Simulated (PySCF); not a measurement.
Molecule: `C(C)[SiH2][PH3+]`, [C2H10PSi]+.

Bonds (- single, = double, # triple, : aromatic): C1-C2, C2-Si3, Si3-P4. C1 carries H5, H6, H7; C2 carries H8, H9; Si3 carries H10, H11; P4 carries H12, H13, H14. Formal charges: P4 +1.

Total charge +1.

Frames of a GFN2-xTB Langevin trajectory at 200 K; GIAO PBE0/pcSseg-1 shieldings in PySCF, gas phase, non-relativistic; equivalent atoms averaged within each frame.

Referencing at the same level of theory: 13C (σref 186.93), 29Si (σref 349.16), 1H (σref 31.72) against TMS; 31P (σref 318.38) against H3PO4. The references are static minima.

Problem. How do the shifts (ppm) fluctuate along the trajectory?

Solution. 
| time (fs) | C1 | C2 | Si3 | P4 | H10/H11 | H12/H13/H14 | H5/H6/H7 | H8/H9 |
| --- | --- | --- | --- | --- | --- | --- | --- | --- |
| 250 | 23.4 | 1.1 | -19.2 | -194.5 | 5.75 | 5.02 | 2.44 | 1.11 |
| 425 | 14.5 | 14.6 | -1.6 | -200.6 | 6.21 | 4.70 | 1.64 | 2.57 |
| 625 | 11.0 | 13.2 | -11.2 | -205.2 | 5.34 | 4.43 | 1.75 | 2.53 |
| 800 | 9.3 | 7.2 | -11.4 | -210.4 | 6.03 | 4.15 | 1.36 | 1.47 |
| 1000 | 16.0 | 14.4 | 25.7 | -198.5 | 5.71 | 4.54 | 1.87 | 2.25 |
| mean of frames | 14.9 | 10.1 | -3.5 | -201.9 | 5.81 | 4.57 | 1.81 | 1.98 |
| standard deviation | 5.5 | 5.9 | 17.5 | 6.1 | 0.33 | 0.32 | 0.40 | 0.66 |

5 frames give an uncertainty of the mean of about the standard deviation over 2.2 at best, since frames this close in time may not be independent; classical motion lacks zero-point vibration, and the reference would need the same averaging.
